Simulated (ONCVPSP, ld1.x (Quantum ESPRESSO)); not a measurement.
**Potentials for zinc (Zn) compared**

Generated with ld1.x 7.5 (TM, RRKJ, ultrasoft, PAW), atompaw 4.2 or ONCVPSP 4.0.1. The cutoff is in Ry: for ld1.x and atompaw files where the sum of valence levels is converged to 10 mRy in a Bessel basis, for ONCV files where the hardest occupied wave has 1 mHa per electron of residual kinetic energy. The error is the largest all-electron minus pseudo excitation energy over each file’s own four to seven test configurations (ionisations up to +4, promotions, holes and added fractions of an electron), all of which were solved. The labels leave out finer settings (local radius, basis sizes, second energies), which also bear on the numbers. Spin-polarised tests are not counted. The rows are a selection from randomly drawn settings: files with unsolved tests, undetermined cutoffs or missed reference levels are left out.

```csv
potential,cutoff (Ry),largest error (meV),bound ghosts
"ONCV, PBE, scalar-relativistic, rc 1.30/0.65/0.95 (spd), local smoothed, core correction yes, reference 3s2 3p6 3d10 4s2, qcut 8.9/15/14, projectors 2/1/3",198,+16,none
"ONCV, PBE, scalar-relativistic, rc 1.30/1.10/0.95 (spd), local smoothed, core correction yes, reference 3s2 3p6 3d10 4s1 4p1, qcut 7.5/11.6/19.9, projectors 2/3/2",258,+7.5,none
"PAW, LDA (PZ), scalar-relativistic, rc 1.00/1.55/1.05 (spd), local smoothed, core correction yes, reference 3s2 3p6 3d10 4s1.5 4p0.5",140,+79,none
"ONCV, LDA (Perdew-Wang 92), scalar-relativistic, rc 1.20/0.80/1.50 (spd), local smoothed, core correction no, reference 3s2 3p6 3d10 4s2, qcut 10.3/19.1/8.2, projectors 3/2/2",204,+84,none
"TM, PBE, scalar-relativistic, rc 2.00/2.45 (sp), local smoothed, core correction yes, reference 4s1 4p0",10,-96,none
```

(1) Fill in the row for Zn: ONCV, PBE, fully relativistic, rc 1.25/0.90/1.30 (spd), local smoothed, core correction yes, reference 3s2 3p6 3d10 4s2, qcut 8.9/17.4/11.8, projectors 2/1/2.

## Answers

(1) cutoff 158 Ry, largest error +15 meV, bound ghosts: none.
